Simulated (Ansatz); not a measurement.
Program: Ansatz. Geometries: PBE0-D4/def2-TZVP. ΔE: electronic, gas phase. CCSD(T)/CBS is the MP2 limit (def2-TZVPP, def2-QZVPP) plus CCSD(T) − MP2 in def2-TZVPP, frozen cores. DFT in def2-TZVPP. One conformer a species, not always the lowest.

Reaction (ligand exchange at the Si–O bond): `C[SiH2]OB(N)F` + `C[NH][AlH2]` → `C[SiH2][N](C)[AlH2]` + `NB(O)F`

| level | ΔE (kJ/mol) | difference from CCSD(T)/CBS |
| --- | --- | --- |
| PBE-D4 | 46.9 | -4.6 |
| r2SCAN-D4 | 54.3 | 2.8 |
| PBE0-D4 | 48.7 | -2.8 |
| ωB97M-V | 52.9 | 1.4 |
| r2SCAN | 55.7 | 4.2 |
| HF/def2-TZVPP | 73.1 | 21.6 |
| SCS-MP2/def2-TZVPP | 53.8 | 2.3 |
| CCSD/def2-TZVPP | 54.7 | 3.2 |
| CCSD(T)/def2-TZVPP | 51.1 | -0.4 |
| MP2/def2-QZVPP | 49.1 | -2.4 |
| CCSD(T)/CBS | 51.5 | 0 |

Largest T1 diagnostic among the species: 0.012.

The D4 term adds −8.7 kJ/mol with B3LYP and −4.8 kJ/mol with PBE0; it sums over pairs of atoms, weighted by their polarisabilities, and B3LYP, whose exchange is more repulsive, gets the larger term. In def2-TZVPP, CCSD(T) changes the Hartree–Fock value by −22.0 kJ/mol (the triples alone add −3.6 kJ/mol) and MP2 by −24.4 kJ/mol.

B3LYP here is the variant with VWN-RPA as its local correlation; programs differ in this.
